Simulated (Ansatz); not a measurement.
A series at Si: from trimethylsilanol, ligands are replaced one by one, each step taking up H₂O and setting free CH₄; n counts the steps. Ansatz, PBE0-D4/def2-TZVP geometries. Each molecule was computed in one conformer, which needn't be the lowest.

CBS adds triple-zeta CCSD(T) − MP2 to the MP2 limit, frozen cores; atoms without spin–orbit coupling. 

```tsv
n	molecule	atomization energy, CCSD(T)/CBS (kJ/mol)
0	`C[Si](C)(C)O`	5781.3
1	`C[Si](C)(O)O`	5114.0
2	`C[Si](O)(O)O`	?
3	`O[Si](O)(O)O`	3791.1
```

Question: By hand: fit a straight line y = ȳ + b (n − n̄) to the 3 given rows and predict n = 2.

Answer: n̄ = 1.333, ȳ = 4895.47; Σ(n − n̄)(y − ȳ) = -3094.57, Σ(n − n̄)² = 4.667, so b = -663.07 kJ/mol a step. Prediction: 4895.47 + (-663.07) × (0.667) = 4453.2 kJ/mol.

Question: By hand: compare with the computed value, 4455.4 kJ/mol, and give the steps along the whole series.

Answer: The line misses by 2.2 kJ/mol (computed minus predicted). Steps: -667.3, -658.6, -664.3 kJ/mol.

The steps differ by at most 8.7 kJ/mol, 1.3 % of a mean step, so the ligands' effects nearly add and a line is close. The miss is 0.1 % of the series' range. The energies themselves are unsure by some kJ/mol a bond, though much of that is common to the series.
